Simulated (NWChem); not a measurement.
Molecule: SnNH3OCl2; SMILES [Cl][Sn]([Cl])([OH])[NH2]

```xyz
8

N      1.5636    -0.0113     1.5308
Sn     0.2596     0.0044     0.0039
O      1.3298     0.1117    -1.6388
Cl    -1.1723     1.8449     0.0806
Cl    -1.1339    -1.8781    -0.0132
H      2.5030    -0.2239     1.1954
H      1.3162    -0.6883     2.2507
H      0.8248     0.4446    -2.3911
```
Atoms are numbered in this order, from 1.

Program: NWChem. Structure relaxed at the PBE0/def2-SVP level. No frequency run checked for a minimum. def2 effective core potentials on Sn; no spin-orbit coupling.

**Question.** Predict the results for BP86/def2-SVP. Quantities: highest occupied level (eV); orbital gap (eV); dipole (D).

**Answer.** 
```json
{
  "highest occupied level (eV)": "-6.74",
  "orbital gap (eV)": "3.72",
  "dipole (D)": "1.64"
}
```
